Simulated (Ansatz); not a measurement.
`S[SiH]1BO1` → B• + 3 H• + O• + S• + Si•  (atomization)

Computed with Ansatz on PBE0-D4/def2-TZVP structures; ΔE is electronic, products minus reactants. CCSD(T)/CBS is the MP2 limit (def2-TZVPP, def2-QZVPP) plus CCSD(T) − MP2 in def2-TZVPP, frozen cores. This one scheme is used for every species, atoms too. No spin–orbit coupling; open shells (•) take unrestricted orbitals. Spin–orbit coupling would lower the free atoms: a little for B, O, S, Si. Each species was taken in one conformer, which may not be the lowest.

`S[SiH]1BO1`:

```xyz
7

S     0.318   -2.039    0.452
Si    0.454    0.017   -0.024
B    -0.821    0.942   -1.076
O    -0.992    0.960    0.256
H     0.910   -1.923    1.654
H     1.588    0.628    0.700
H    -1.457    1.417   -1.961
```

```
     species  MP2/def2-QZVPP energy (Eh)
`S[SiH]1BO1`                  -788.56497
          B•                   -24.57979
          H•                    -0.49998
          O•                   -74.97532
          S•                  -397.64119
         Si•                  -288.91898
```

(1) Work out ΔE.

(2) What do rigid-rotor, harmonic-oscillator terms from PBE0-D4/def2-TZVP frequencies (298.15 K, 1 bar) make of the CCSD(T)/CBS value? (An estimate is asked.)

Largest T1 diagnostic among the species: 0.016.

Answers

(1) ΔE = 3 × (-0.49998) + (-24.57979) + (-74.97532) + (-397.64119) + (-288.91898) − (-788.56497) = 0.94975 Eh = +2493.6 kJ/mol. CCSD(T)/CBS gives +2459.2 kJ/mol.

(2) The calculation gave: ΔZPE = -91.8 kJ/mol, ΔH = +2394.0 kJ/mol, ΔS = 690 J/(mol·K), ΔG = +2188.3 kJ/mol. Open shells count their whole term as degenerate.

From PBE to PBE0 (25 % exact exchange), in def2-TZVPP and without D4, ΔE moves by −53.8 kJ/mol: exact exchange takes away binding that semilocal exchange gives to molecules. The D4 term adds +24.8 kJ/mol with B3LYP and +12.8 kJ/mol with PBE0; it sums over pairs of atoms, weighted by their polarisabilities, and B3LYP, whose exchange is more repulsive, gets the larger term.

B3LYP here is the variant with VWN-RPA as its local correlation; programs differ in this.

For atomizations the MP2-based limit and the directly extrapolated one differ by several kJ/mol either way, and by 10 to 25 for some Ge, Se and Sn compounds, so smaller differences from it don't rank the levels.
